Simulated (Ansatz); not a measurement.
Coupled-cluster run, C2H6AlFS.

```yaml
crystal:
  periodic: [false, false, false]
  atoms:
    - {symbol: F, position_ang: [0.860437, 1.719785, -0.874662]}
    - {symbol: C, position_ang: [-0.613937, -0.104301, 1.123334]}
    - {symbol: C, position_ang: [0.673061, -0.397619, 1.332939]}
    - {symbol: Al, position_ang: [0.536452, 0.109822, -1.142436]}
    - {symbol: S, position_ang: [-1.349934, -0.340663, -2.185775]}
    - {symbol: H, position_ang: [-0.956730, 0.925115, 1.091553]}
    - {symbol: H, position_ang: [-1.364498, -0.876930, 1.008783]}
    - {symbol: H, position_ang: [1.018548, -1.423057, 1.397501]}
    - {symbol: H, position_ang: [1.414273, 0.382972, 1.473093]}
    - {symbol: H, position_ang: [1.722086, -0.918297, -1.293648]}
    - {symbol: H, position_ang: [-1.874455, 0.866073, -1.910181]}
basis:
  gaussian: {orbitals: def2-TZVPP}
correlation: {method: ccsd_t}
```

```sh
$ ansatz run in.yaml --threads 4 --pin off --events-out ev --progress --plain --max-ram 10444MiB
```

Output of Ansatz, abridged:

```
Functional definition: HF
1529 factors; integrals over basis functions are off by at most 1.7e-3 eV
mean field evaluation 1: about -22263.7576 eV, gradient 3.8e1 eV
mean field evaluation 2: about -22263.9718 eV, gradient 3.9e1 eV
mean field evaluation 4: about -22267.4155 eV, gradient 3.9e0 eV
mean field evaluation 8: about -22267.4848 eV, gradient 2.6e-1 eV
mean field evaluation 16: about -22267.4853 eV, gradient 2.4e-6 eV
mean field -22267.48530206 eV, -818.3149914070 hartree, gradient 2.4e-6 eV, S^2 0.000000; 0 other end points of the search recorded, 0 dependent functions left out
13 core orbitals not correlated: weight in the atoms' cores, before any rotation towards them, 1.000 or more for the frozen orbitals, at most 0.000 for the correlated occupied ones
reference -22267.48530206 eV, -818.3149914070 hartree; 15, 15 occupied and 233, 233 virtual orbitals, 1529 factors
second order -23.12228526 eV of doubles, -0.00000000 eV of singles
cycle   1  -23.77642836 eV  change   -6.5e-1 eV  update   1.0e-1
cycle   2  -24.32862270 eV  change   -5.5e-1 eV  update   3.2e-2
cycle   3  -24.45899057 eV  change   -1.3e-1 eV  update   1.6e-2
cycle   4  -24.45040830 eV  change    8.6e-3 eV  update   4.1e-3
cycle   5  -24.44902235 eV  change    1.4e-3 eV  update   1.7e-3
cycle   6  -24.44971253 eV  change   -6.9e-4 eV  update   5.0e-4
cycle   7  -24.44959255 eV  change    1.2e-4 eV  update   1.9e-4
cycle   8  -24.44952012 eV  change    7.2e-5 eV  update   6.0e-5
cycle   9  -24.44953653 eV  change   -1.6e-5 eV  update   2.6e-5
perturbative correction -0.93718233 eV, -0.0344408155 hartree
Total energy: -22292.87202092 eV, -819.2479361175 hartree
```

It took 2.8 min on 4 threads of an Arm Neoverse V1 on a shared host, with 6 GiB of host memory at the peak.

The correlation energy is -25.387 eV, 3.7 % of it from (T); the T1 diagnostic reads 0.0114.
